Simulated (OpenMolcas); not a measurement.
## What dynamic correlation does to the levels of Mn III

```yaml
Program: OpenMolcas
Basis: ANO-R1 [5s3p3d1f]
Scalar_Hamiltonian: X2C, finite nucleus
Active_space: 5 electrons in 6 orbitals (3d 4s)
State_averaging: 2S+1 = 6 even, 6 roots; 2S+1 = 4 even, 59 roots kept (CI in the orbitals of an earlier block); 2S+1 = 2 even, 79 roots kept (CI in the orbitals of an earlier block)
Spin-orbit_coupling: RASSI with atomic mean-field integrals over the reference wave functions, term energies averaged over their components
```

Methods on the same reference wave functions:
A. CASSCF
B. SS-CASPT2, IPEA 0.25 Eh, imaginary shift 0.1 Eh (closed shells correlated: 3s 3p)
C. MS-CASPT2, IPEA 0.25 Eh, imaginary shift 0.1 Eh (closed shells correlated: 3s 3p)

Energies in cm-1 above 3d5 6S 5/2, the measured ground level; measured values from Corliss and Sugar, J. Phys. Chem. Ref. Data 6, 1253 (1977).

```csv
Level,A,B,C,Measured
3d5 6S 5/2,0.0,0.0,0.0,0.0
3d5 4G 5/2,34320,28420,28420,
3d5 4G 7/2,34336,28440,28440,26860
3d5 4G 11/2,34340,28450,28450,
3d5 4G 9/2,34346,28460,28460,
3d5 4P 5/2,39513,30390,30390,29168
3d5 4P 3/2,39558,30440,30430,
3d5 4P 1/2,39611,30490,30490,
3d5 4D 7/2,42734,33700,33700,32307
3d5 4D 1/2,42786,33760,33750,32369
3d5 4D 3/2,42827,33790,33790,
3d5 4D 5/2,42837,33800,33790,32384
3d5 2I 11/2,48916,41920,41920,39174
3d5 2I 13/2,48955,41980,41980,39176
3d4 4s 6D 1/2,54245,65610,65610,62457
3d4 4s 6D 3/2,54363,65730,65730,62568
3d4 4s 6D 5/2,54554,65920,65920,62748
3d4 4s 6D 7/2,54815,66180,66180,62989
3d5 2D 5/2(1) [73 %],55135,43090,43090,41238
3d4 4s 6D 9/2,55138,66500,66500,63285
3d5 2D 3/2(1),55587,43490,43490,41570
3d5 2F 7/2(1),56649,44740,44740,42606
3d5 2F 5/2(1) [69 %],57186,45230,45230,43105
3d5 4F 9/2,57596,45590,45590,43573
```

Deviations, from unrounded energies. A percentage is the sum of absolute deviations over the sum of measured energies, with the sign that they share, or ± where signs differ.

```csv
Against measurement,Levels,A,B,C
mean absolute deviation (cm-1),17,11000,2300,2300
other terms of the ground configuration (%),12,+31.3,+5.1,+5.1
other configurations (%),5,-13.0,+5.1,+5.1
```

B, C lie about equally close to measurement and A furthest from it. The largest miss of C in the table is 3d4 4s 6D 9/2, by +3200 cm-1. The ranking rests on the paired levels alone, and a cruder setting can come out closer through cancelling errors.

Between B and C the level of the table that moves most is 3d5 4D 1/2, by 5.4 cm-1 (lowest in C, highest in B). Moves below CASPT2's spread within the term are not significant.

The two smallest mean deviations differ by little beside CASPT2's spread within terms, so their order carries little weight.

From A to B the spin-free energies of the other terms of 3d5 shown, above 6S, scale by factors of 0.77 to 0.86, as is usual when dynamic correlation screens the repulsion within a d or f shell.

The lowest spin-free term lies below A's lowest term by 0.323 hartree in B, 0.323 hartree in C.

CASPT2 does not keep the components of a term degenerate, so their means are used; among the terms shown or strongly mixed into the levels shown the widest spread is 340 cm-1 (3d5 4F, C). Over all roots computed the reference weight is 0.88 to 0.95 in B, 0.88 to 0.95 in C; the roots of lowest weight are the least certain, and an intruder state may touch them. Terms from blocks run as CI alone lack orbitals of their own. A single d shell beside an s shell can misplace configurations of different d count against each other. Without dynamic correlation excited terms often stand tens of per cent too high (terms of higher spin than the ground term too low), and those without a measured partner can miss by more than the paired ones (holds for A). Blocks of more than 70 roots (2S+1 = 2 even) ran without multistate coupling (holds for C). Computed and measured levels are paired by configuration, term and J; levels that our copy of the source lacks, or whose pairing is in doubt (as where it misses far off the trend of its configuration), stay unpaired and out of the deviations. Only configurations of the active space appear. The table leaves out levels that lie high or whose names do not pair safely across all columns.

A share in square brackets marks a mixed level and gives the weight of the term that names it, the lowest over the columns. A number in round brackets counts repeated terms of one configuration in the order of the reference energies.
